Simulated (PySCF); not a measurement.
How methods differ on the excitation energy of Nb

Nb [Kr] 4d4 5s1 (6D) → Nb [Kr] 4d3 5s2 (4F), as a difference of total energies. Computed with PySCF 2.14 in x2c-TZVPPall with one added diffuse shell each of s, p, d, f type (9s7p7d3f1g, 95 functions), with scalar relativity by spin-free X2C-1e. Correlated levels: valence: [Kr] frozen. The calculations carry no spin-orbit coupling.

```json
{"method": "UHF", "excitation energy (eV)": "0.732"}
{"method": "MP2 (valence)", "excitation energy (eV)": "0.372"}
{"method": "SCS-MP2 (valence)", "excitation energy (eV)": "-0.281"}
{"method": "CCSD (valence)", "excitation energy (eV)": "0.236"}
{"method": "CCSD(T) (valence)", "excitation energy (eV)": "0.166"}
```

Errors of the correlated levels include the incompleteness of this basis and the frozen core.

The coupled-cluster amplitudes are large for the upper state (T1 above 0.03 or a double amplitude above 0.15), so a single reference is strained.

Q: Which method comes closest to the reference value, and which is furthest?

A: The reference is 0.184 eV (measured; NIST levels, between the centres of gravity of the two terms). Closest: CCSD(T) (valence) (error -0.018 eV); furthest: UHF (error 0.548 eV).
